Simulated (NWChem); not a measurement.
System: C$_{2}$H$_{6}$OSi$_{2}$; SMILES C#C[SiH2][SiH2]O

Here is an NWChem input.

```
start job
memory heap 200 mb stack 900 mb global 1100 mb
geometry units angstroms noautoz
  C     -1.245586    -2.437444    -0.072952
  C     -0.254058    -1.739294     0.048490
  Si     1.154947    -0.561042     0.207418
  Si     0.143682     1.495274    -0.343140
  O     -1.403200     1.441097     0.284085
  H     -2.105255    -3.076291    -0.177960
  H      2.254415    -0.975661    -0.715055
  H      1.654524    -0.606214     1.614558
  H      0.831898     2.668481     0.264704
  H      0.156512     1.654633    -1.832565
  H     -1.819812     0.572279     0.241383
end
basis spherical
  * library 6-31g*
end
dft
  xc m06-l
  grid xfine
  iterations 150
  mulliken
end
task dft gradient
```

Parts of the log:

```
             Northwest Computational Chemistry Package (NWChem) 7.3.0
             --------------------------------------------------------

 C1  symmetry detected

                             Geometry "geometry" -> ""
                             -------------------------

 Output coordinates in angstroms (scale by  1.889725989 to convert to a.u.)

  No.       Tag          Charge          X              Y              Z
 ---- ---------------- ---------- -------------- -------------- --------------
    1 C                    6.0000    -1.19073646    -2.44474350    -0.18424061
    2 C                    6.0000    -0.20826218    -1.73914411    -0.03536773
    3 Si                  14.0000     1.18501236    -0.54986408     0.17255068
    4 Si                  14.0000     0.13797566     1.51740228    -0.25678652
    5 O                    8.0000    -1.40112731     1.40630054     0.38196908
    6 H                    1.0000    -2.04206294    -3.09001251    -0.31483195
    7 H                    1.0000     2.28045060    -0.89781533    -0.78172404
    8 H                    1.0000     1.70027384    -0.66269054     1.57020460
    9 H                    1.0000     0.81547278     2.66669873     0.40627123
   10 H                    1.0000     0.13248621     1.75640850    -1.73556731
   11 H                    1.0000    -1.80544253     0.53479775     0.29684663

 Effective nuclear repulsion energy (a.u.)     254.0223185089

                                 NWChem DFT Module
                                 -----------------

 Summary of "ao basis" -> "ao basis" (spherical)
 ------------------------------------------------------------------------------
       Tag                 Description            Shells   Functions and Types
 ---------------- ------------------------------  ------  ---------------------
 C                           6-31g*                  6       14   3s2p1d
 Si                          6-31g*                  8       18   4s3p1d
 O                           6-31g*                  6       14   3s2p1d
 H                           6-31g*                  2        2   2s

            General Information
            -------------------
          SCF calculation type: DFT
          Wavefunction type:  closed shell.
          No. of atoms     :    11
          No. of electrons :    54
           Alpha electrons :    27
            Beta electrons :    27
          Charge           :     0
          Spin multiplicity:     1
          Use of symmetry is: off; symmetry adaption is: off
          Maximum number of iterations: 150
          AO basis - number of functions:    90
                     number of shells:    46
          Convergence on energy requested:  1.00D-06
          Convergence on density requested:  1.00D-05
          Convergence on gradient requested:  5.00D-04

              XC Information
              --------------
                        M06-L Method XC Functional
                         M06-L Exchange Functional  1.000
                       M06-L Correlation Potential  1.000

             Grid Information
             ----------------
          Grid used for XC integration:  xfine
          Radial quadrature: Mura-Knowles
          Angular quadrature: Lebedev.
          Tag              B.-S. Rad. Rad. Pts. Rad. Cut. Ang. Pts.
          ---              ---------- --------- --------- ---------
          C                   0.70      100          13.0      1454
          Si                  1.10      125          12.0      1454
          O                   0.60      100          12.0      1454
          H                   0.35      100          14.0      1202
          Grid pruning is: on
          Number of quadrature shells:  1150
          Spatial weights used:  Erf1

      Superposition of Atomic Density Guess
      -------------------------------------

 Sum of atomic energies:        -730.69887081

      Non-variational initial energy
      ------------------------------

 Total energy =    -732.557261
 1-e energy   =   -1513.422449
 2-e energy   =     526.842870
 HOMO         =      -0.287952
 LUMO         =       0.009905

     ---------------------------------------------
      Total Density - Mulliken Population Analysis
     ---------------------------------------------

    Atom       Charge   Shell Charges
 -----------   ------   -------------------------------------------------------
    1 C    6     6.18   2.00  0.75  1.83  0.63  0.94  0.03
    2 C    6     6.34   2.00  0.75  1.91  0.76  0.89  0.03
    3 Si  14    13.72   2.00  2.00  5.97  0.99  1.74  0.33  0.58  0.11
    4 Si  14    13.31   2.00  2.00  5.97  0.94  1.52  0.30  0.43  0.15
    5 O    8     9.05   2.00  0.93  3.15  0.91  2.04  0.01
    6 H    1     0.72   0.42  0.30
    7 H    1     1.04   0.46  0.58
    8 H    1     1.04   0.46  0.58
    9 H    1     1.07   0.47  0.60
   10 H    1     1.08   0.47  0.61
   11 H    1     0.45   0.35  0.10

[...]

                         DFT ENERGY GRADIENTS

    atom               coordinates                        gradient
                 x          y          z           x          y          z
   1 C      -2.250166  -4.619895  -0.348164    0.004164   0.001646   0.000642
   2 C      -0.393558  -3.286506  -0.066835   -0.004735  -0.002425  -0.000934
   3 Si      2.239349  -1.039092   0.326074    0.001058   0.000466   0.000447
   4 Si      0.260736   2.867475  -0.485256   -0.002180   0.001543   0.001095
   5 O      -2.647747   2.657523   0.721817   -0.002299  -0.003854  -0.000033
   6 H      -3.858939  -5.839277  -0.594946   -0.003787  -0.002493  -0.000585
   7 H       4.309427  -1.696625  -1.477244    0.003247  -0.000755  -0.003287
   8 H       3.213052  -1.252304   2.967256    0.001406   0.000008   0.004537
   9 H       1.541020   5.039330   0.767741    0.003133   0.003456   0.002036
  10 H       0.250363   3.319131  -3.279747   -0.000113   0.000223  -0.004475
  11 H      -3.411792   1.010621   0.560959    0.000105   0.002186   0.000557
```

Level: M06-L/6-31G* (spherical d). Coordinates come from a PBE0/def2-SVP optimisation.
